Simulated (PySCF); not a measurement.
BiCl₂, SMILES [Cl][Bi+][Cl] (connectivity only; charge and spin as stated), charge +1, multiplicity 1.

Geometry optimised at B3LYP-D3(BJ)/def2-TZVP. The multiplicity is an assumed one; other spin states were not compared. The isomer is the one that the SMILES or the coordinates give; other isomers of the formula were not compared. The def2 effective core potentials stand for the cores of Bi; spin–orbit coupling is left out.

These are PySCF with PBE/def2-TZVPD values and carry that method's errors.

The molecule is in vacuum.

Task: Estimate the frontier levels, gap, dipole moment and polarisability. (The exact figures need the calculation; the answer reports its results.)

Result: 
```
Quantity                                                           Value
------------------------------------------------  ----------------------
highest occupied level                                         -13.26 eV
lowest empty level                                             -10.71 eV
orbital gap                                                      2.55 eV
dipole moment about the centre of nuclear charge                  2.26 D
mean static polarisability                          63.7 bohr³ (9.44 Å³)
polarisability, principal values                  41.5, 62.5, 87.1 bohr³
```
